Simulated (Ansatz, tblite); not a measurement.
Removing and adding an electron: Li₇Sn. Charge 0, multiplicity 2. Geometry: PBE0-D4/def2-TZVP. Ansatz, gas phase; energy differences of separate SCF runs; the oxidised species is a singlet (the triplet lies 0.92 eV higher at PBE0-D4/def2-TZVP); the reduced species is a singlet (the triplet lies 0.05 eV higher at PBE0-D4/def2-TZVPD).

```xyz
8

Li    0.988   -0.589   -1.265
Li    1.492    2.328    0.355
Li   -1.079   -1.944    0.104
Li   -0.798   -2.519   -3.035
Li   -1.689    0.235   -1.702
Li    1.669   -0.182    2.008
Li   -0.080    2.072    2.866
Sn   -0.504    0.598    0.669
```

In the def2 sets Sn takes a core potential; there is no spin–orbit coupling. The xTB rows come from tblite. The structure comes from a short search, and lower isomers may exist.

```
              level  −HOMO (eV)  vertical IE (eV)  −LUMO (eV)  vertical EA (eV)  HOMO–LUMO gap (eV)  IE − EA (eV)                                                                  remarks
           GFN1-xTB           –             10.79           –              7.51                   –          3.29                                                                        –
r2SCAN-D4/def2-TZVP        2.58              3.97        1.76                 –                0.82             –                                  spin-contaminated (⟨S²⟩ 0.87) (doublet)
  PBE0-D4/def2-TZVP        2.95              3.97        1.40                 –                1.55             –                                                                        –
 PBE0-D4/def2-TZVPD        2.96                 –        1.43              0.68                1.52             –  HOMO above zero (-1 singlet), restricted singlet, untested (-1 singlet)
```

Problem. Estimate the rows for GFN2-xTB, PBE-D4/def2-TZVP, PBE-D4/def2-TZVPD.

Solution. 
| level | −HOMO (eV) | vertical IE (eV) | −LUMO (eV) | vertical EA (eV) | HOMO–LUMO gap (eV) | IE − EA (eV) | remarks |
| --- | --- | --- | --- | --- | --- | --- | --- |
| GFN2-xTB | – | 7.12 | – | 4.06 | – | 3.06 | – |
| PBE-D4/def2-TZVP | 2.53 | 4.00 | 1.92 | – | 0.60 | – | – |
| PBE-D4/def2-TZVPD | 2.54 | – | 1.93 | 0.79 | 0.61 | – | HOMO above zero (-1 singlet), restricted singlet, untested (-1 singlet) |

Run but left out: r2SCAN-D4/def2-TZVPD (charge -1 singlet: restricted singlet with a triplet 0.04 eV lower at the same geometry).   A HOMO above zero means that the electron is unbound at that level or that self-interaction error raises the level; the energy of removing that electron tells which. HOMO and LUMO are the levels of the spin that leaves or enters (xTB has no such levels and no spin-polarisation term). Other spin states of the ions may lie lower, which would lower the ionisation energy or raise the affinity. Raw xTB energy differences between charge states are shifted by several eV; the methods need an empirical correction for them.
